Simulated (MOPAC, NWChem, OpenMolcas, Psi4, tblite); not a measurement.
InSiH3ClO (SMILES [SiH3][O][In][Cl]): the dipole moment, rung by rung

InSiH3ClO: 7 atoms, total charge 0, spin state doublet. As SMILES, `[SiH3][O][In][Cl]`. The shape is that of a PBE0-D4/def2-TZVP optimisation. This is one conformer, not always the lowest.

```xyz
7

Si    0.0166    1.1446    0.4608
O     0.2037   -0.4416    0.1145
In   -0.4376   -1.7233   -1.2706
Cl    0.3307   -3.9332   -1.0412
H     0.4962    2.0095   -0.6553
H     0.8037    1.4578    1.6819
H    -1.4134    1.4861    0.7099
```

Quantity: the dipole moment, in D. The values are calculated.

```tsv
level	kind	program	value (D)	CPU time
PM6	semi-empirical	MOPAC	3.18	under 2 s
IPEA1-xTB	semi-empirical	tblite	3.80	under 2 s
UHF/def2-SVP (core potential)	Hartree–Fock	NWChem	3.15	31 s
USVWN5/def2-SVP (core potential)	LDA	OpenMolcas	2.03	46 s
UBLYP/def2-SVP (core potential)	GGA	OpenMolcas	2.00	70 s
UM06-L/def2-SVP (core potential)	meta-GGA	OpenMolcas	2.54	78 s
UM06-2X/def2-SVP (density fitting, core potential)	hybrid meta-GGA	Psi4	2.63	10 s
UPBE0/def2-SVP (core potential)	global hybrid	NWChem	2.51	47 s
U-wB97X/def2-SVP (core potential)	range-separated hybrid	NWChem	2.57	81 s
```

The values span 2.00 to 3.80 D. Magnitudes only. CPU times are rough (shared hosts, several kinds of processor and program).
